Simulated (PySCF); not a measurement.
An unknown is described by computed data only.

Formula: C6H9PS.

* UV, first state: lowest singlet excitation: 5.04 eV (246 nm, f = 0.081) [TDDFT PBE0/def2-SVPD]
* Triplet: lowest triplet excitation (Tamm–Dancoff): 3.72 eV [TDA PBE0/def2-SVPD]
* Dipole: 1.26 D [PBE0/def2-SVPD]
* Rotational structure: rotational constants A, B, C: 2.886, 0.849, 0.824 GHz [GFN2-xTB]
* 13C NMR: chemical shifts (computed TMS as zero) by class: 139.7 (1 C), 136.5 (1 C), 135.6 (1 C), 133.3 (1 C), 22.2 (1 C), 18.3 (1 C) ppm [GIAO PBE0/pcSseg-1]
* UV, strongest line: among the 8 lowest singlet transitions: S5 at 6.11 eV (203 nm, f = 0.179) [TDDFT PBE0/def2-SVPD]

Gas-phase values; electronic properties from PySCF, density fitting. Levels stand in brackets. One conformer (not necessarily the lowest) at the GFN2-xTB geometry, without solvent, vibrations or thermal averaging. Each NMR value is the plain mean over a class of atoms that symmetry, rotation or inversion makes alike.

**Question.** Give a SMILES that accounts for the data.

**Answer.** Numbering: `[CH3:1][CH2:2][PH:3][c:4]1[cH:5][cH:6][s:7][cH:8]1`. 6 carbons fall into 6 classes; from least to most shielded: substituted aromatic carbon [C4] (139.7 ppm), aromatic CH next to a ring sulfur [C6] (136.5 ppm), aromatic CH next to a ring sulfur [C8] (135.6 ppm), aromatic CH carbon [C5] (133.3 ppm), chain sp3 carbon bound to phosphorus [C2] (22.2 ppm), methyl carbon [C1] (18.3 ppm). S1 is mainly HOMO→LUMO (weight 0.94); the largest Löwdin shares of the orbital it empties are 0.37 on the phosphine phosphorus, 0.14 on the substituted aromatic carbon, 0.12 on an aromatic CH next to a ring sulfur and 0.11 on the thiophene-type sulfur, of the orbital it fills 0.22 on the thiophene-type sulfur, 0.21 on an aromatic CH next to a ring sulfur, 0.20 on an aromatic CH next to a ring sulfur and 0.13 on the substituted aromatic carbon. The optimised geometry has point group C1 and is an asymmetric top. Structure: `CCPc1ccsc1`. Computed isomers that give other values at the same levels: `CC1=C[P@H](=S)C(C)=C1` (13C chemical shifts (computed TMS as zero) by class: 160.9 (1 C), 156.1 (1 C), 143.2 (1 C), 129.0 (1 C), 22.1 (1 C), 15.7 (1 C) ppm); `CCPc1cccs1` (13C chemical shifts (computed TMS as zero) by class: 145.9 (1 C), 137.5 (1 C), 136.9 (1 C), 133.3 (1 C), 24.6 (1 C), 18.2 (1 C) ppm); `C#CC[P@](C)(=S)C=C` (13C chemical shifts (computed TMS as zero) by class: 145.5 (1 C), 138.8 (1 C), 83.0 (1 C), 80.1 (1 C), 32.0 (1 C), 23.3 (1 C) ppm). The assignments are read from this structure; whether some other isomer fits the data as well wasn't checked.

Shape of the structure used: `[CH3:1][CH2:2][PH:3][c:4]1[cH:5][cH:6][s:7][cH:8]1`: C1–C2–P3–C4 51°, C2–P3–C4–C5 73°.
